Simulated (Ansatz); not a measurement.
This geometry of BrGaH$_{4}$O$_{3}$ (9 atoms, charge 0, multiplicity 1) is a first-order saddle point.

Theory: RKS BHLYP-D4/def2-SVP in Ansatz.

```xyz
9
Properties=species:S:1:pos:R:3
Ga -0.396 0.264 -0.098
Br 1.440 -1.944 -0.548
O -0.410 1.074 -1.659
O -1.854 -0.329 0.689
H 1.605 -0.857 0.482
O 1.012 0.458 1.050
H 0.438 1.287 -2.040
H -2.629 -0.423 0.141
H 0.794 0.471 1.982
```

Problem. Which two structures does it join? (They come from a converged band through this point; their orientation in space is the band's.)

Solution. Bonds broken: Ga1–Br2, H5–O6. Bonds formed: Br2–H5. BrGaH4O3 becomes BrH + GaH3O3.

Image 0:

```xyz
9
Properties=species:S:1:pos:R:3
Ga -0.165 -0.167 -0.476
Br 1.076 -2.011 -1.129
O -0.301 1.204 -1.589
O -1.472 -0.386 0.727
H 1.675 -0.272 1.365
O 0.983 0.361 1.162
H 0.267 1.192 -2.354
H -2.365 -0.204 0.451
H 0.302 0.284 1.842
```

Image 8:

```xyz
9
Properties=species:S:1:pos:R:3
Ga -0.493 0.383 -0.015
Br 1.767 -2.023 -0.603
O -0.443 0.997 -1.660
O -1.972 -0.221 0.720
H 1.780 -0.943 0.356
O 0.930 0.501 1.065
H 0.419 1.218 -2.003
H -2.727 -0.309 0.144
H 0.739 0.397 1.996
```

Problem. How far does it lie above each of them?

Solution. 33.5 kcal/mol above the first and 0.4 kcal/mol above the second. This is the barrier of this one path; another mechanism may lie lower. The orbitals stay closed-shell, which can raise the energy where a bond breaks towards radicals; this wasn't checked here.

Time of the run: 5.3 min on 4 threads of Arm Neoverse N1, with other jobs on the host, peak memory 0.37 GiB.
